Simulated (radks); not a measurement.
Problem. Radial electron density D(r) = 4 pi r^2 rho(r) of an atom or ion with 23 electrons. Calculated with a radial shooting solver on a logarithmic mesh with Libxc functionals: non-relativistic Kohn-Sham, BLYP, spin-polarised, spherical densities, point nucleus.

```
   r/bohr * D(r) (the largest magnitude, 31.3, reaches the edge; | marks zero)
 0.003583 | *
 0.004105 |  *
 0.004666 |   *
 0.005345 |    *
 0.006124 |     *
 0.007016 |      *
 0.007975 |        *
 0.009136 |          *
  0.01047 |             *
   0.0119 |               *
  0.01363 |                   *
  0.01562 |                       *
  0.01789 |                           *
  0.02033 |                               *
   0.0233 |                                    *
  0.02669 |                                        *
  0.03058 |                                            *
  0.03475 |                                               *
  0.03982 |                                                 *
  0.04562 |                                                 *
  0.05226 |                                                *
   0.0594 |                                              *
  0.06805 |                                           *
  0.07796 |                                        *
  0.08861 |                                      *
   0.1015 |                                      *
   0.1163 |                                       *
   0.1333 |                                           *
   0.1514 |                                               *
   0.1735 |                                                    *
   0.1988 |                                                      *
   0.2278 |                                                     *
   0.2589 |                                                *
   0.2966 |                                         *
   0.3398 |                               *
   0.3862 |                        *
   0.4424 |                  *
   0.5069 |                 *
   0.5807 |                   *
     0.66 |                     *
   0.7562 |                      *
   0.8663 |                     *
   0.9925 |                  *
    1.128 |              *
    1.292 |          *
    1.481 |      *
    1.696 |    *
    1.928 |  *
    2.209 | *
    2.531 | *
    2.876 |*
    3.295 |*
    3.775 |*
    4.325 *
    4.916 *
    5.632 *
    6.453 *
    7.393 *
    8.402 *
```

What is the nuclear charge?

Solution. Z = 24. The innermost maximum, from 1s, lies near 1/Z = 0.0417 bohr (found: 0.0449), and its height grows with Z. The density is that of the chromium ion Cr+ in [Ar] 3d3.5 4s1.5; the configuration itself is not fixed sharply by these data, and Z only to about a unit. D(r) has 3 maxima, at r = 0.0449, 0.205, 0.768 bohr, and minima at 0.0991, 0.499 bohr, inside which lie 2.13, 10.54 electrons.
